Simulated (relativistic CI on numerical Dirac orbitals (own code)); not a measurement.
# Crystal-field levels of Pd²⁺, 4d8

Calculated by Dirac-Coulomb-Breit CI, KLI orbitals optimised for each configuration, QED by a radiative potential, valence Slater integrals scaled by 0.9, one configuration in a parametric crystal field (own radial code). With so little scaling, terms lie 10 to 35 % too far apart, which can change the order of excited levels.

Field parameters in Wybourne normalisation: Oh B⁴₀ = 21Dq, B⁴₄ = √(5/14) B⁴₀. The field is a parameter set, without covalency.

S is read from ⟨S²⟩ = S(S + 1).

Levels (cm⁻¹, degeneracy): 0 (3), 10819 (2), 11916 (3), 12913 (3), 13346 (1), 13744 (2), 17463 (1), 18995 (3), 20258 (3), 21039 (2), 23537 (1), 24767 (3).

(1) Which field gives this pattern?
A. Oh, 10Dq = 19850 cm⁻¹
B. Oh, 10Dq = 12200 cm⁻¹
C. Oh, 10Dq = 16800 cm⁻¹

Results:

(1) B. Oh, 10Dq = 12200 cm⁻¹, ground level with S = 1.00.
